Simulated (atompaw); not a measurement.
Before and after: PAW (atompaw) potential for Ge

* Element: germanium (Ge)
* Generator: atompaw 4.2.0.5
* Type: PAW
* Functional: PBEsol
* Relativity: non-relativistic
* Frozen core: [Ar] 3d10
* Valence charge: 4
* Reference configuration: 4s2 4p2
* Partial waves: 4s (bound): rc 2.00 bohr; 4s channel at 2 Ry: rc 2.00 bohr; 4p (bound): rc 2.15 bohr; 4p channel at 4.65 Ry: rc 1.95 bohr; 4d channel at 0.2 Ry: rc 2.15 bohr; 4d channel at 1.1 Ry: rc 2.15 bohr
* Local potential: troulliermartins scheme with l = 3 at 1 Ry, radius 1.55 bohr
* Core correction: smooth core density matched at 2.10 bohr
* Augmentation charge: besselshape compensation charge, radius 2.15 bohr; PAW radius 2.15 bohr; waves and projectors: custom rrkj gramschmidtortho

Change: local potential troulliermartins scheme with l = 3 at 1 Ry, radius 2.02 bohr.

Cutoffs: the cutoffs (Ry, on a coarse ladder) from which the occupation-weighted sum of valence levels, in a spherical-Bessel basis at the reference potential, stays within 10 and 1 mRy of its value at 400 Ry; they do not see the model core or the augmentation charge, which bear on the density cutoff.

Problem. What does the change do?

Solution. The potential gets harder (8 Ry and 12 Ry → 8 Ry and 15 Ry); both files keep a bound ghost (d); the range in which the s phases agree widens (upper end 1.3 → at the end of the scan).

```csv
quantity,base,changed
"cutoff, loose",8 Ry,8 Ry
"cutoff, tight",12 Ry,15 Ry
bound ghosts,d,d
s: phases at 2.16 bohr within 0.05 rad from the reference energy up to (Ry; the scan ends near 5),1.3,to the end of the scan
p: phases at 2.16 bohr within 0.05 rad from the reference energy up to (Ry; the scan ends near 5),to the end of the scan,to the end of the scan
d: phases at 2.16 bohr within 0.05 rad from the reference energy up to (Ry; the scan ends near 5),to the end of the scan,to the end of the scan
lowest overlap eigenvalue by channel,"s 0.34, p 0.61, d 0.93","s 0.43, p 0.68, d 0.93"
```

 A true bound ghost makes a file unfit for plane-wave use even where its test errors are small: the radial tests pick states by their node count and pass the ghost by. The cutoffs see the waves, projectors and local potential, not the compensation charge or the core.
